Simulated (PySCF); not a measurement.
## Deuteron quadrupole couplings in `C#CB1SCCS1`

Compound: C₄H₅BS₂.
Numbering: `[CH:1]#[C:2][B:3]1[S:4][CH2:5][CH2:6][S:7]1` (hydrogens: H8 on C1; H9, H10 on C5; H11, H12 on C6)

Cartesian coordinates in Å at the PBE0-D3(BJ)/def2-SVP level; atoms count from 1:
```
atom  x, y, z in Å
C1     3.6385   -0.6276    0.1092
C2     2.4391   -0.4298    0.0419
B3     0.9446   -0.1828   -0.0369
S4     0.1395    0.4085   -1.5330
C5    -1.4683    0.7343   -0.7227
C6    -1.6903   -0.2648    0.3917
S7    -0.1516   -0.4591    1.3623
H8     4.6976   -0.8026    0.1685
H9    -1.4438    1.7641   -0.3332
H10   -2.2593    0.6703   -1.4846
H11   -1.9589   -1.2542   -0.0105
H12   -2.4908    0.0617    1.0721
```

Level: PBE0/pcSseg-1 (PySCF, non-relativistic); Q(2H) = 0.00286 b; rigid geometry, the same for H and D, with no vibrational averaging.

Q: Tabulate Vzz, the asymmetry η and χzz = 234.96 MHz × Q × Vzz for every hydrogen position.

A: 
```csv
atom,bonded to,bond length (Å),Vzz (au),η,χzz (kHz)
H8,C1,1.075,0.3391,0.02,228
H9,C5,1.101,0.2822,0.03,190
H10,C5,1.100,0.2871,0.04,193
H11,C6,1.101,0.2821,0.03,190
H12,C6,1.100,0.2871,0.04,193
```

Q: Give the 2H NMR doublet splittings at H11 for a magnetic field along the z, y and x axes of the gradient: 3χ/2, 3χ(1 + η)/4, 3χ(1 − η)/4.

A: With |χ| = 189.6 kHz and η = 0.033: 284, 147 and 138 kHz, to first order and without motion.

Geometry: PBE0-D3(BJ)/def2-SVP, one conformer, isolated molecule. The small basis limits the accuracy of the gradients.
